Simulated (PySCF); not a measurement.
**TlSb at r²SCAN**

Computed with r²SCAN; Tl def2-SVP with ECP60, Sb def2-SVP with ECP28; scalar-relativistic core potentials (PySCF 2.14).

```
state                                            : ³Σ⁻ (triplet), unpaired electrons π ↑↑
bond length                                      : 3.022 Å
harmonic wavenumber                              : 123 cm⁻¹
force constant                                   : 0.681 mdyn/Å
rotational constant Be                           : 0.02428 cm⁻¹
anharmonicity ωexe                               : 0.221 cm⁻¹
vibration–rotation constant αe                   : 6.26e-05 cm⁻¹
well depth De to Tl + Sb                         : 157 kJ/mol
dissociation energy D0                           : 157 kJ/mol
bond order (Mayer)                               : 1.11
dipole moment (positive dipole means Tl(−)Sb(+)) : -2.71 D
```

Spin–orbit coupling is left out, which matters for elements this heavy, above all for dissociation energies. The state was picked by a PBE0 search and need not be the measured ground state.
